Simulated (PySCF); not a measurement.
CH3FO3Si, SMILES O=CO[Si@@H](O)F.

Coordinates come from a ωB97X-D3(BJ)/def2-SVP optimisation. The structure was generated by enumeration; whether it is a known compound was not checked. One conformer was computed; it need not be the lowest.

Two levels are set side by side: TDDFT-PBE/def2-SVPD (PySCF) and TDDFT-M06-2X/def2-SVPD (PySCF). Vertical, same geometry. The lowest singlet is HOMO→LUMO 100 % with PBE and HOMO→LUMO 91 % with the other functional; states are paired by order. Differences are taken from unrounded values.

| quantity | TDDFT-M06-2X | TDDFT-PBE | TDDFT-PBE minus TDDFT-M06-2X |
|---|---|---|---|
| lowest singlet excitation (eV) | 5.56 | 5.47 | -0.09 |
| lowest triplet excitation (TDA) (eV) | 5.18 | 4.94 | -0.24 |
| first bright state (f over 0.05) (eV) | 8.37 | 7.78 | -0.58 |
| its oscillator strength | 0.10 | 0.06 | -0.04 |

Rough cost on one machine, each run with all the roots and properties that it gave: TDDFT-M06-2X against TDDFT-PBE about 20 times.
